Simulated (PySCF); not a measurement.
# Telling isomers of C₇H₆F₄ apart by NMR

One averaged value for each set of equivalent atoms, one computed conformer, gas phase, non-relativistic Hamiltonian. PBE0/pcSseg-1 with gauge-including orbitals; structure optimised with GFN2-xTB; PySCF 2.14.

Scale: ¹H (σref 31.72), ¹³C (σref 186.93) against TMS (reference shieldings calculated alike). Splittings of carbon signals by F and P are missing where no couplings were computed. Where no couplings were computed, multiplicities follow the n + 1 count of equivalent neighbours, and m marks all less simple cases (inequivalent or close neighbours, rings, F or P nearby). Shifts are as computed. Against solution values, carbons near 30 ppm lie about +3 ppm off and those near 130 ppm about +5 ppm. Of 1211 compounds with measured shifts, 218 miss one by over three times the rms of a fit or turn the order of signals round; such compounds aren't used in these exercises.

(1) Tabulate the signals of `F[C@@H]1C=C(C(F)(F)F)[C@H]2C[C@@H]12`, `C=C/C(=C/C(=C)F)C(F)(F)F`, `CC#C[C@](C)(F)C(F)=C(F)F` and their relative energies.

(2) What is the quickest way to tell F[C@@H]1C=C(C(F)(F)F)[C@H]2C[C@@H]12 from C=C/C(=C/C(=C)F)C(F)(F)F?

(3) What is the quickest way to tell F[C@@H]1C=C(C(F)(F)F)[C@H]2C[C@@H]12 from CC#C[C@](C)(F)C(F)=C(F)F?

(4) What is the quickest way to tell C=C/C(=C/C(=C)F)C(F)(F)F from CC#C[C@](C)(F)C(F)=C(F)F?

## Answers

(1) 
```json
{"SMILES": "F[C@@H]1C=C(C(F)(F)F)[C@H]2C[C@@H]12", "carbon types": "2×C 4×CH 1×CH2", "δC": "154.9, 139.1, 131.6, 99.8, 29.8, 26.2, 25.9", "δH": "6.33 (m, 1H), 5.58 (m, 1H), 2.40 (m, 1H), 2.29 (m, 1H), 1.23 (m, 1H), 0.08 (m, 1H)", "E rel. (kcal/mol)": "0.0"}
{"SMILES": "C=C/C(=C/C(=C)F)C(F)(F)F", "carbon types": "3×C 2×CH 2×CH2", "δC": "171.4, 140.9, 139.4, 134.7, 132.1, 131.0, 109.2", "δH": "6.40 (m, 1H), 6.27 (m, 1H), 6.17 (m, 1H), 5.90 (m, 1H), 5.45 (m, 1H), 5.00 (m, 1H)", "E rel. (kcal/mol)": "19.7"}
{"SMILES": "CC#C[C@](C)(F)C(F)=C(F)F", "carbon types": "5×C 2×CH3", "δC": "166.4, 138.9, 94.8, 87.3, 83.0, 29.2, 4.5", "δH": "2.12 (s, 3H), 1.86 (m, 3H)", "E rel. (kcal/mol)": "53.8"}
```

Energies are electronic energies at PBE0/pcSseg-1 on these geometries, without zero-point or thermal terms, each for the one conformer computed, which needn't be the lowest.

(2) Both give the same number of carbon signals, but DEPT or the intensities differ. The first has a three-membered-ring carbon (CH) at 29.8 ppm, the second a terminal =CH2 carbon at 131.0 ppm. Their most deshielded carbons lie at 154.9 and 171.4 ppm.

(3) Both give the same number of carbon signals, but DEPT or the intensities differ. The first has an alkene CH at 139.1 ppm, the second a methyl carbon (CH3) at 29.2 ppm. Their most deshielded carbons lie at 154.9 and 166.4 ppm. In the proton spectra the most deshielded non-exchanging signals are 6.33 (m, 1H) and 2.12 (s, 3H).

(4) Both give the same number of carbon signals, but DEPT or the intensities differ. The first has an alkene CH at 139.4 ppm, the second a methyl carbon (CH3) at 29.2 ppm. Their most deshielded carbons lie at 171.4 and 166.4 ppm. In the proton spectra the most deshielded non-exchanging signals are 6.40 (m, 1H) and 2.12 (s, 3H).
